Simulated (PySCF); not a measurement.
Two species compared at the same levels of theory.

First species: C9H10O.
Geometry (GFN2-xTB, Å), atoms numbered from 1 in this order:
```
atom  x, y, z in Å
C1     3.043   -0.512    0.761
O2     1.684   -0.860    0.852
C3     0.773   -0.106    0.174
C4     1.063    1.006   -0.626
C5     0.071    1.719   -1.283
C6    -1.277    1.382   -1.196
C7    -1.554    0.290   -0.409
C8    -0.569   -0.432    0.254
C9    -1.558   -1.395    0.856
C10   -2.662   -0.588    0.114
H11    3.229    0.494    1.152
H12    3.575   -1.238    1.374
H13    3.408   -0.574   -0.270
H14    2.085    1.333   -0.746
H15    0.365    2.568   -1.885
H16   -2.034    1.951   -1.715
H17   -1.621   -1.367    1.942
H18   -1.448   -2.428    0.532
H19   -3.376   -0.085    0.764
H20   -3.201   -1.146   -0.649
```

Second species: C₈H₁₅P.
InChI=1S/C8H15P/c1-5-6-9-7-8(2,3)4/h5-6H,1,7H2,2-4H3

Levels: PBE0/pcSseg-1 for dipole moment, HOMO energy, LUMO energy and HOMO–LUMO gap; GFN2-xTB for rotational constant A and rotational constant C. Geometries: GFN2-xTB. All species are isolated and taken at one optimised geometry, non-relativistic unless stated; the electronic structure was computed with PySCF and density fitting.

Dipoles, sizes and rotational constants follow the conformer. The torsions of the flexible species, by atom-mapped SMILES:
- `[CH3:1][O:2][c:3]1[cH:4][cH:5][cH:6][c:7]2[c:8]1[CH2:9][CH2:10]2`: C1–O2–C3–C4 0°
- `[CH2:1]=[CH:2]/[CH:3]=[P:4]/[CH2:5][C:6]([CH3:7])([CH3:8])[CH3:9]`: C1–C2–C3–P4 180°, C3–P4–C5–C6 180°, P4–C5–C6–C7 180°

Values for the first species:

- Dipole moment: 0.98 D
- HOMO energy: -6.35 eV
- LUMO energy: 0.14 eV
- HOMO–LUMO gap: 6.49 eV
- Rotational constant A: 2.317 GHz
- Rotational constant C: 0.793 GHz

Estimate the same properties for the second species, and the change in each.

```
             property      first     second  second less first
        dipole moment     0.98 D     1.20 D            +0.22 D
          HOMO energy   -6.35 eV   -6.39 eV           -0.04 eV
          LUMO energy    0.14 eV   -1.91 eV           -2.05 eV
        HOMO–LUMO gap    6.49 eV    4.48 eV           -2.01 eV
rotational constant A  2.317 GHz  3.633 GHz         +1.316 GHz
rotational constant C  0.793 GHz  0.529 GHz         -0.264 GHz
```

On the first: A dipole of 0.98 D is allowed in Cs, and pure rotational transitions are dipole-allowed. The dipole equals about 3.3 × 10⁻³⁰ C·m (1 D = 3.33564 × 10⁻³⁰ C·m).

On the second: The dipole matches unit charges of opposite sign 0.25 Å apart (1 e·Å = 4.8032 D).
